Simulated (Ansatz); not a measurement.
Relaxation of Al$_{2}$FH$_{4}$S (8 atoms, charge 1, multiplicity 1), to a largest force component of 0.015 eV/Å in at most 40 steps.

The calculation used Ansatz 0.2.0, RKS CAM-B3LYP-D4/def2-SVP.

```xyz
8
Properties=species:S:1:pos:R:3:forces:R:3
F -0.901 2.457 -2.780 -0.24 -0.18 -0.46
Al -0.365 1.796 -1.389 0.36 0.31 0.70
Al -0.298 -0.592 -0.463 -0.22 -0.35 -0.38
S 0.703 -0.782 1.798 0.10 0.52 0.12
H 0.276 2.651 -0.261 0.07 0.30 0.06
H -0.567 -2.121 -0.554 -0.11 -0.22 -0.16
H -0.299 -1.574 2.223 -0.19 -0.14 0.16
H 1.451 -1.835 1.427 0.22 -0.23 -0.03
```

Problem. Where does it end, and by what steps?

Solution. The run converged. The force dipped under the threshold on the way, but the program's further checks kept it going. After 10 steps the energy has fallen by 0.253 eV; H5 moved furthest, 0.51 Å.

| step | energy less start (eV) | largest force component (eV/Å) | accepted |
| --- | --- | --- | --- |
| 0 | 0.0000 | 0.697 | yes |
| 1 | -0.1941 | 0.428 | yes |
| 2 | -0.2267 | 0.220 | yes |
| 3 | -0.2368 | 0.179 | yes |
| 4 | -0.2436 | 0.121 | yes |
| 5 | -0.2508 | 0.131 | yes |
| 6 | -0.2483 | 0.169 | no |
| 7 | -0.2521 | 0.054 | yes |
| 8 | -0.2476 | 0.127 | no |
| 9 | -0.2526 | 0.006 | yes |
| 10 | -0.2527 | 0.008 | yes |

```xyz
8
Properties=species:S:1:pos:R:3
F -0.944 2.016 -2.734
Al -0.272 1.938 -1.231
Al -0.302 -0.553 -0.483
S 0.700 -0.888 1.827
H 0.281 3.143 -0.408
H -0.680 -2.037 -0.827
H -0.281 -1.676 2.333
H 1.497 -1.942 1.523
```

Whether the end is a true minimum wasn't checked by a vibrational analysis.

Time of the run: 16 s on 2 threads of Intel(R) Xeon(R) 6975P-C (Granite Rapids), with other jobs on the host, peak memory 0.21 GiB.
